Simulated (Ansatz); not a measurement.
Species: H₃In, SMILES `[InH3]` (charge 0, multiplicity 1), formula H3In.

Question: How many basis functions does frozen-core CCSD(T)/def2-TZVPP // PBE0-D4/def2-TZVP run with Ansatz (a first-principles code) use, how many core orbitals are frozen, and how many electrons are correlated?

Answer: 92 basis functions and 4 frozen orbitals, which leaves 16 correlated electrons (filled d shells below the valence shell are correlated). Core time is of the order of seconds.
